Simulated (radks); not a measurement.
Values are calculated unless marked as measured or tabulated.
Spherical quantum dot in the effective-mass picture: electrons in a parabolic well V = omega^2 r^2 / 2 with omega = 0.732, all in effective atomic units (hartree* = m*/eps^2 hartree, bohr* = eps/m* bohr), one dielectric constant everywhere. Level of theory: non-relativistic Kohn-Sham, PBEsol, spin-polarised, spherical densities (a radial shooting solver with Libxc functionals). Levels are named by radial order and angular momentum (1s, 1p, 1d, 2s, ...), and open shells are averaged over m.

N = 35, configuration 1s2 1p6 1d10 2s2 1f14 2p(up 1, down 0). This is the lowest configuration that the search found. Occupied levels:

level,occupation,eigenvalue (hartree*),<r> (bohr*)
1s up,1,12.340,2.250
1s down,1,12.353,2.279
1p up,3,12.594,2.831
1p down,3,12.601,2.845
1d up,5,12.879,3.215
1d down,5,12.883,3.217
2s up,1,12.936,2.739
2s down,1,12.949,2.713
1f up,7,13.197,3.497
1f down,7,13.201,3.494
2p up,1,13.307,2.995

Energy (hartree*): total 283.924, kinetic 21.848, external 102.26, Hartree 173.23, exchange-correlation -13.411.

Electron density:

r (bohr*),n(r) (e/bohr*^3)
0.132,0.1409
0.464,0.1358
0.796,0.1264
1.13,0.1163
1.46,0.1096
1.79,0.1098
2.12,0.1168
2.46,0.1264
2.79,0.1313
3.12,0.1252
3.45,0.1060
3.78,0.07745
4.12,0.04774
4.45,0.02431
4.78,0.01012
5.11,0.003454
5.44,0.0009721
5.78,0.0002236
6.11,0.00004205
6.44,6.463e-06
